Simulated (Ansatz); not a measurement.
One change: `O[SiH](O)O` becomes `CN[SiH](O)O`.

Ansatz, PBE0-D4/def2-TZVP geometries, multiplicity 1. Each molecule was computed in one conformer, which needn't be the lowest.

| property | `O[SiH](O)O` |
| --- | --- |
| HOMO–LUMO gap (PBE0/def2-TZVPP) / eV | 9.82 |
| HOMO energy (ωB97M-V/def2-TZVPP) / eV | -11.44 |
| HOMO–LUMO gap (ωB97M-V/def2-TZVPP) / eV | 13.65 |
| HOMO–LUMO gap (B3LYP/def2-TZVPP) / eV | 9.19 |
| LUMO energy (PBE0/def2-TZVPP) / eV | 0.76 |
| size of the dipole moment (ωB97M-V/def2-TZVPP) / D | 1.61 |

Problem. What does the change do to each property? (An estimate is asked.)

Solution. Ansatz gave: 
```tsv
property	`CN[SiH](O)O`	shift
HOMO–LUMO gap (PBE0/def2-TZVPP) / eV	7.89	-1.93
HOMO energy (ωB97M-V/def2-TZVPP) / eV	-9.39	2.05
HOMO–LUMO gap (ωB97M-V/def2-TZVPP) / eV	11.71	-1.94
HOMO–LUMO gap (B3LYP/def2-TZVPP) / eV	7.29	-1.90
LUMO energy (PBE0/def2-TZVPP) / eV	0.88	0.12
size of the dipole moment (ωB97M-V/def2-TZVPP) / D	1.55	-0.06
```

With PBE0 the HOMO rises by 2.05 eV and the LUMO rises by 0.12 eV, so the gap narrows by about 1.93 eV. PBE moves the HOMO by 1.83 eV and ωB97M-V by 2.05 eV. Dipoles are sizes alone; their direction can turn.

B3LYP here is the variant with VWN-RPA as its local correlation; programs differ in this.
